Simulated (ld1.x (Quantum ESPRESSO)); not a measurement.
**Transferability test, PAW potential for Bi (Z = 83)**

ld1.x (Quantum ESPRESSO) 7.5 input, shortened:

```
&input
   title='Bi', zed=83., rel=1, dft='BP', iswitch=3,
   config='[Xe] 4f14 5d10 6s2 6p2.5'
 /
 &inputp
   pseudotype=3, lpaw=.true., tm=.true., lloc=-1, rcloc=1.70,
   nlcc=.true., new_core_ps=.true., rcore=1.10,
   which_augfun='PSQ', rmatch_augfun=1.70
 /
6
6S  1  0   2.00   0.00  1.85  2.30  0.0
6S  1  0   0.00   2.65  1.85  2.30  0.0
6P  2  1   2.50   0.00  2.20  2.40  0.0
6P  2  1   0.00   0.35  2.20  2.40  0.0
5D  3  2  10.00   0.00  1.60  2.05  0.0
5D  3  2   0.00  -1.65  1.60  2.05  0.0
 &test
   configts(1)='5d10 6s2 6p2.5'
 /
```

Energies are relative to the spin-unpolarised reference configuration 5d10 6s2 6p2.5; without spin polarisation the order of configurations can differ from experiment.

Q: Give the all-electron excitation energy and the error of the potential for: 5d10 6s2 6p3; 5d10 6s2 6p2; 5d10 6s2 6p1; 5d9 6s2 6p4; 5d10 6s2 6p3.3; 5d10 6s0 6p5; 5d10 6s1 6p4.

A:

```csv
valence configuration,charge,ΔE all-electron (eV),error AE − PS (meV)
5d10 6s2 6p3,0,-3.174,+1.4
5d10 6s2 6p2,+1,4.899,-2.3
5d10 6s2 6p1,+2,20.325,-9.8
5d9 6s2 6p4,0,20.983,-71
5d10 6s2 6p3.3,-0.3,-4.311,+1.9
5d10 6s0 6p5,0,17.372,-4.1
5d10 6s1 6p4,0,6.923,-1.6
```

Note: ghost state, extra bound levels that the all-electron valence spectrum of the same l lacks: s at -62.2 eV. A true bound ghost makes a file unfit for plane-wave use.
